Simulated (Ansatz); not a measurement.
`F[Si](Cl)(Br)Br` + H–F → `F[Si](F)(Cl)Br` + HBr at 600 K and 1 bar (ligand exchange at the Si–Br bond).

Program: Ansatz. Geometries: PBE0-D4/def2-TZVP. ΔE: electronic, gas phase. CBS: MP2 limit from def2 TZ/QZ plus the TZ coupled-cluster correction, frozen cores. This one scheme is used for every species. For Br outer-core shells are correlated without core-valence functions, which leaves a few kJ/mol of doubt a bond. Scalar relativity is left out up to krypton.

```json
{"species": "`F[Si](Cl)(Br)Br`", "CCSD(T)/CBS energy (Eh)": "-5995.50423", "H − E (kJ/mol)": "69.0", "S (J/(mol·K))": "432.1"}
{"species": "H–F", "CCSD(T)/CBS energy (Eh)": "-100.39570", "H − E (kJ/mol)": "42.3", "S (J/(mol·K))": "194.0"}
{"species": "`F[Si](F)(Cl)Br`", "CCSD(T)/CBS energy (Eh)": "-3522.00110", "H − E (kJ/mol)": "70.9", "S (J/(mol·K))": "405.2"}
{"species": "HBr", "CCSD(T)/CBS energy (Eh)": "-2573.91920", "H − E (kJ/mol)": "33.5", "S (J/(mol·K))": "219.1"}
```

H − E and S are ideal-gas, rigid-rotor, harmonic terms from PBE0-D4/def2-TZVP. 1 Eh = 2625.50 kJ/mol, R = 8.31446 J/(mol·K).

Q: By hand: ΔE, ΔH, ΔS and ΔG.

A: ΔE = (-3522.00110) + (-2573.91920) − (-5995.50423) − (-100.39570) = -0.02037 Eh = -53.5 kJ/mol. Δ(H − E) = 70.9 + 33.5 − 69.0 − 42.3 = -6.9, so ΔH = -60.4 kJ/mol. ΔS = 405.2 + 219.1 − 432.1 − 194.0 = -1.8 J/(mol·K). ΔG = -60.4 − 600 × (-1.8)/1000 = -59.3 kJ/mol.

Q: By hand: the equilibrium constant, and the temperature at which ΔG would vanish if ΔH and ΔS stayed fixed.

A: log₁₀ K = −ΔG/(RT ln 10) = 5.2. ΔG = 0 at ΔH/ΔS = 33556 K, far beyond where these terms or the molecules hold.

The number of gas molecules stays the same, so ΔS is small and ΔH decides. A doubt of 5 kJ/mol in ΔE shifts log₁₀ K by 0.4 here. These are equilibria of isolated gas molecules and say nothing of rates. Largest T1 diagnostic: 0.010 (customary marks: 0.02 for closed shells, 0.045 for open ones).
